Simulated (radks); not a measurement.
Question: The mean radii <r> (bohr) of the occupied orbitals of an atom or ion are listed with their occupations. Calculated with a radial shooting solver on a logarithmic mesh with Libxc functionals: Dirac Kohn-Sham, PBE, spin-unpolarised, spherical densities, point nucleus.

orbital     occ.      <r>
1s1/2          2  0.01714
2s1/2          2  0.07100
2p1/2          2  0.05849
2p3/2          4  0.06666
3s1/2          2   0.1739
3p1/2    1.66667   0.1632
3p3/2    3.33333   0.1757

Name the element and its charge. Open shells, if any, are shared by 2j + 1.

Answer: Z = 78, platinum, charge +61: Pt61+ in [Ne] 3s2 3p5. The 1s radius gives Z: for a bare nucleus <r> = (2 gamma + 1)/(2Z) with gamma = sqrt(1 - (Z/c)^2), 0.01695 bohr for Z = 78, and screening makes it slightly larger (0.01714 here). The occupations add up to 17, and the charge is Z minus that.
